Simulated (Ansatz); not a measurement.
In₁₂N₁₂, 24 atoms. Hardware: 2 threads of AMD EPYC 7R13 on a shared host and a share (18 GiB) of an NVIDIA H100 80GB HBM3.

In the def2 sets In takes a core potential; there is no spin–orbit coupling. Correlated methods freeze 60 core orbitals; core or outer-core shells of In are correlated, in sets that lack core-valence functions. Single mean-field runs in def2-SVP are fitted with def2-universal-jkfit.

**Question.** How many basis functions does each of these Ansatz runs have, and roughly what does it cost? r2SCANh-D4/def2-SVP, charge 0 singlet, energy, from earlier orbitals; r2SCAN-D4/def2-SVP, charge 0 singlet, energy and forces, from earlier orbitals; PBE-D4/def2-SVP, charge 0 singlet, relaxation, 38 steps; BLYP-D4/def2-SVP, charge -1 doublet at the geometry of the charge 0 singlet, energy, from earlier orbitals; PBE0-D4/def2-SVP, charge 0 singlet, energy and forces, from earlier orbitals; PBE-D4/def2-SVP, charge -1 doublet, energy, from earlier orbitals; MP2/def2-SVP, charge 0 singlet, energy, from earlier orbitals; PBE0-D4/def2-SVP, charge -1 doublet at the geometry of the charge 0 singlet, energy; PBE with 15 % exact exchange/def2-SVP, charge 0 singlet, energy, from earlier orbitals; PBE with 5 % exact exchange/def2-SVP, charge 0 singlet, energy, from earlier orbitals; PBE0-D4/def2-SVP, charge -1 doublet, energy, from earlier orbitals; r2SCAN0-D4/def2-SVP, charge 0 singlet, energy, from earlier orbitals.

**Answer.** Other jobs shared the machine, so times can vary by a factor of up to 3.

| run | functions | fitting or Cholesky vectors | wall time | peak host memory (GiB) |
| --- | --- | --- | --- | --- |
| PBE with 5 % exact exchange/def2-SVP, charge 0 singlet, energy, from earlier orbitals | 480 | 3540 | 8.5 s | 1.1 |
| PBE-D4/def2-SVP, charge -1 doublet, energy, from earlier orbitals | 480 | 3540 | 8.5 s | 1.2 |
| BLYP-D4/def2-SVP, charge -1 doublet at the geometry of the charge 0 singlet, energy, from earlier orbitals | 480 | 3540 | 9 s | 1.2 |
| r2SCANh-D4/def2-SVP, charge 0 singlet, energy, from earlier orbitals | 480 | 3540 | 9.5 s | 1.1 |
| r2SCAN0-D4/def2-SVP, charge 0 singlet, energy, from earlier orbitals | 480 | 3540 | 9.6 s | 1.1 |
| PBE with 15 % exact exchange/def2-SVP, charge 0 singlet, energy, from earlier orbitals | 480 | 3540 | 10 s | 1.1 |
| r2SCAN-D4/def2-SVP, charge 0 singlet, energy and forces, from earlier orbitals | 480 | 3540 | 15 s | 1.2 |
| PBE0-D4/def2-SVP, charge -1 doublet, energy, from earlier orbitals | 480 | 3540 | 15 s | 1.2 |
| PBE0-D4/def2-SVP, charge 0 singlet, energy and forces, from earlier orbitals | 480 | 3540 | 16 s | 2.2 |
| PBE0-D4/def2-SVP, charge -1 doublet at the geometry of the charge 0 singlet, energy | 480 | 3540 | 19 s | 1.3 |
| MP2/def2-SVP, charge 0 singlet, energy, from earlier orbitals | 480 | 5748 | 37 s | 1.4 |
| PBE-D4/def2-SVP, charge 0 singlet, relaxation, 38 steps | 480 | 3540 | 4.5 min | 1.2 |
